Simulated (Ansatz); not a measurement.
CoO₃F₃H₆⁻, relaxed as a quartet with UKS r2SCAN-D4/def2-SVPD in Ansatz, starting from the GFN2-xTB (ALPB water) geometry. Force threshold 0.02 eV/Å.

In the quartet geometry the species has come apart into loosely held pieces.

Start:

```xyz
13

Co    0.3312   -0.0983    0.0373
F     0.0865    0.2287   -1.8974
F    -0.1076   -0.2651    1.9708
F     2.3305   -0.1767    0.1024
O    -2.0242   -0.0911    0.0251
H    -2.3252    0.7724   -0.2788
H    -2.1778   -0.1311    0.9771
O     0.3251   -2.3245   -0.4950
H     1.2250   -2.6410   -0.3491
H     0.1838   -2.3106   -1.4509
O     0.3782    2.1806    0.3957
H     0.9517    2.5597   -0.2819
H     0.8229    2.2971    1.2446
```

Question: Estimate the energy that the relaxation releases and the steps that it takes.

Answer: 122.6 kJ/mol, in 29 steps; 4 min on 4 threads of Intel Xeon Platinum 8488C on a shared host. No frequencies were taken in this run, so the end may be a saddle point.

Question: Does the start keep its bonding and symmetry?

Answer: Bonds lost: Co1–O5 (atoms count from 1). The end holds 2 separate pieces.

Question: Predict the relaxed structure.

Answer: 
Cartesian coordinates in Å:
```
Co 0.4087 -0.0869 0.0150
F -0.6527 -0.2487 -1.5670
F -0.3716 0.2601 1.7144
F 2.3100 -0.0186 -0.1178
O -2.7921 0.1145 0.2548
H -2.2445 0.0114 -0.5447
H -2.1183 0.2013 0.9536
O 0.7016 -2.2471 -0.5653
H 1.6114 -1.9552 -0.7442
H 0.1633 -1.8963 -1.3071
O 0.8359 2.1957 0.3639
H 1.7203 1.7844 0.3480
H 0.4280 1.8853 1.1965
```
Bond lengths: 3 × Co–F 1.90 to 1.91 Å; 2 × Co–O 2.26 to 2.35 Å; 6 × H–O 0.97 to 0.98 Å.
